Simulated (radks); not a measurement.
Task: Species: a nucleus of charge 63.8 with 63 electrons. Configuration: [Xe] 4f7 6s2. Calculated with a radial shooting solver on a logarithmic mesh with Libxc functionals: Dirac Kohn-Sham, BLYP, spin-unpolarised, spherical densities, finite nucleus; open shells fill j = l - 1/2 first; Fermi nuclear charge, rms radius 5.1115 fm. Some entries of the table are withheld. Estimate them.

orbital,occ.,eigenvalue (hartree),<r> (bohr),<1/r> (bohr^-1)
1s1/2,2,-1826.648,0.02199,(1)
2s1/2,2,-301.3198,0.09311,17.02
2p1/2,2,-286.1179,0.07777,17.00
2p3/2,4,-260.8963,0.08459,15.04
3s1/2,2,-66.86026,0.2450,6.201
3p1/2,2,-60.26965,(2),6.117
3p3/2,4,-55.10335,(3),5.620
3d3/2,4,-43.70369,0.2197,5.498
3d5/2,6,-42.57818,0.2237,5.374
4s1/2,2,-13.60216,0.5555,2.591
4p1/2,2,-11.04031,(4),2.485
4p3/2,4,-9.89174,(5),2.316
4d3/2,4,-5.66980,0.6340,2.097
4d5/2,6,-5.46260,0.6444,2.056
5s1/2,2,-2.02176,(6),0.9955
5p1/2,2,(7),1.502,0.8787
5p3/2,4,(8),1.596,0.8187
4f5/2,6,-0.51608,(9),1.510
4f7/2,1,-0.48941,(10),1.491
6s1/2,2,-0.31738,3.653,0.3458

Result: 
(1) 1s1/2 <1/r> (bohr^-1): 71.36
(2) 3p1/2 <r> (bohr): 0.2347
(3) 3p3/2 <r> (bohr): 0.2477
(4) 4p1/2 <r> (bohr): 0.5677
(5) 4p3/2 <r> (bohr): 0.5972
(6) 5s1/2 <r> (bohr): 1.340
(7) 5p1/2 eigenvalue (hartree): -1.31781
(8) 5p3/2 eigenvalue (hartree): -1.16009
(9) 4f5/2 <r> (bohr): 0.8745
(10) 4f7/2 <r> (bohr): 0.8877
